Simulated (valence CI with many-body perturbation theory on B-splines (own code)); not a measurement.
Energy levels of Ga XXV

Calculated by valence CI with perturbative core correlation (CI+MBPT): five valence electrons over a frozen Dirac-Fock core [He], a basis of 11 s, 11 p, 10 d, 8 f, 5 g, 2 h functions for each j, with the one-electron correlation potential Σ1, the two-electron term Σ2, the three-electron term Σ3, Breit, model QED; selected CI, second order for the rest, scaled by the run's own slope (own B-spline code, finite nucleus).

No measured spectrum was set against this ion. As an estimate, levels of excited configurations hold to 0.05 to 0.15 % of their energy, terms of the ground configuration to about 0.5 %. Among the levels kept, up to 5500 cm⁻¹ of a level comes from second order outside the variational space, and about a tenth of that is noise between levels of different J, which matters for small intervals.

Levels 46 to 90 of 209, with energies above the lowest level, 2s2 2p3 4S°_3/2. "Leading %" is the weight of the configuration and term that name the level; weights of strongly mixed levels are sums over their largest components and can fall short. Lifetimes count E1, E2, E3, M1 and M2 decay at the calculated energies, and are blank where another channel may lead or the interval is too uncertain; long ones can be off by a factor of two.

```
No.  Configuration  Term    J  E (Ry)  Leading %  Lifetime     Second component
 46     2s2 2p2 3d    4F  7/2  105.90         63   1.02 ps   30 % 2s2 2p2 3d 4D
 47     2s2 2p2 3d    4D  1/2  105.91         80    233 fs   14 % 2s2 2p2 3d 2P
 48     2s2 2p2 3p   2P°  1/2  105.91         81   3.70 ps  12 % 2s2 2p2 3p 2S°
 49     2s2 2p2 3d    2F  7/2  106.30         40   12.0 ps   26 % 2s2 2p2 3d 4D
 50     2s2 2p2 3d    4D  3/2  106.31         46   63.2 fs   26 % 2s2 2p2 3d 2P
 51     2s2 2p2 3d    2F  5/2  106.31         46   39.8 fs   35 % 2s2 2p2 3d 4P
 52     2s2 2p2 3d    4F  9/2  106.46         67    269 ps   32 % 2s2 2p2 3d 2G
 53      2s 2p3 3s   4S°  3/2  106.53         69    187 fs    7 % 2s 2p3 3s 2P°
 54     2s2 2p2 3d    4D  5/2  106.78         39   30.6 fs   28 % 2s2 2p2 3d 2D
 55     2s2 2p2 3d    4P  3/2  106.91         56   21.7 fs   19 % 2s2 2p2 3d 2P
 56     2s2 2p2 3d    4P  1/2  107.01         65   21.5 fs   22 % 2s2 2p2 3d 2S
 57     2s2 2p2 3p   2P°  3/2  107.03         65   1.17 ps  11 % 2s2 2p2 3p 2D°
 58     2s2 2p2 3p   2P°  1/2  107.17         89   6.87 ps   5 % 2s2 2p2 3p 4D°
 59     2s2 2p2 3d    2P  1/2  107.23         80   30.9 fs   11 % 2s2 2p2 3d 4D
 60     2s2 2p2 3d    2F  7/2  107.26         40   32.2 fs   38 % 2s2 2p2 3d 2G
 61     2s2 2p2 3d    2D  5/2  107.31         63   17.8 fs   30 % 2s2 2p2 3d 2F
 62     2s2 2p2 3d    2D  3/2  107.37         79   33.6 fs   12 % 2s2 2p2 3d 2P
 63     2s2 2p2 3p   2P°  3/2  107.57         73   5.40 ps  13 % 2s2 2p2 3p 2D°
 64      2s 2p3 3p    6P  3/2  107.88         84   2.36 ps     9 % 2s 2p3 3p 4P
 65      2s 2p3 3p    6P  5/2  107.97         74    613 fs    18 % 2s 2p3 3p 4P
 66      2s 2p3 3p    6P  7/2  108.39         84   2.30 ps     9 % 2s 2p3 3p 4D
 67     2s2 2p2 3d    2F  7/2  108.57         52    573 fs   25 % 2s2 2p2 3d 4D
 68      2s 2p3 3s   4D°  1/2  108.58         75    256 fs   14 % 2s 2p3 3s 2P°
 69      2s 2p3 3s   4D°  3/2  108.63         66    300 fs   19 % 2s 2p3 3s 4P°
 70     2s2 2p2 3d    2G  9/2  108.75         67    251 ps   32 % 2s2 2p2 3d 4F
 71      2s 2p3 3s   4D°  5/2  108.76         67    289 fs   20 % 2s 2p3 3s 4P°
 72     2s2 2p2 3d    2D  3/2  108.88         58   27.0 fs   12 % 2s2 2p2 3d 4P
 73     2s2 2p2 3d    2D  5/2  108.91         43   25.3 fs   20 % 2s2 2p2 3d 2F
 74     2s2 2p2 3d    2P  1/2  108.95         80   42.8 fs    7 % 2s2 2p2 3d 4D
 75      2s 2p3 3p    4P  3/2  109.01         76    114 fs     8 % 2s 2p3 3p 2P
 76      2s 2p3 3p    4P  5/2  109.12         72   90.5 fs    17 % 2s 2p3 3p 6P
 77     2s2 2p2 3d    2F  7/2  109.17         57   20.5 fs   30 % 2s2 2p2 3d 2G
 78      2s 2p3 3p    4P  1/2  109.23         86    107 fs                     
 79      2s 2p3 3s   4D°  7/2  109.35         98    255 fs                     
 80      2s 2p3 3s   2D°  3/2  109.44         63    228 fs   18 % 2s 2p3 3s 2P°
 81     2s2 2p2 3d    2S  1/2  109.47         66   27.7 fs   22 % 2s2 2p2 3d 4P
 82     2s2 2p2 3d    2P  3/2  109.61         70   24.0 fs   11 % 2s2 2p2 3d 4P
 83     2s2 2p2 3d    2D  5/2  109.68         61   25.2 fs   30 % 2s2 2p2 3d 2F
 84      2s 2p3 3s   2D°  5/2  110.01         79    192 fs   13 % 2s 2p3 3s 4D°
 85     2s2 2p2 3d    2D  5/2  110.55         75   29.5 fs   10 % 2s2 2p2 3d 2F
 86     2s2 2p2 3d    2D  3/2  110.63         84   23.9 fs                     
 87      2s 2p3 3s   4P°  1/2  110.71         88    284 fs    6 % 2s 2p3 3s 4D°
 88      2s 2p3 3p    4D  1/2  110.86         61    292 fs    23 % 2s 2p3 3p 2P
 89      2s 2p3 3s   4P°  3/2  110.97         62    282 fs   16 % 2s 2p3 3s 4D°
 90      2s 2p3 3p    4F  3/2  111.01         55    580 fs    21 % 2s 2p3 3p 4D
```

Names give the largest LS component (configuration and term), which can be under half, so a name can repeat, a term be missing and a line seem to break the LS rules; names also repeat where a configuration has a term twice.
